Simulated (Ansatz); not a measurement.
Species: [Zr(H)4] (charge 0, multiplicity 1).

Q: Give a relaxed geometry from PBE-D3(BJ)/def2-SVP run with Ansatz (a program for electronic structure).

A: the end point of this relaxation.
Cartesian coordinates (Å) in one orientation:
```xyz
5

Zr     0.000     0.000     0.000
H      0.294    -1.799     0.335
H     -1.194     0.180    -1.407
H      1.605     0.816    -0.443
H     -0.704     0.804     1.515
```
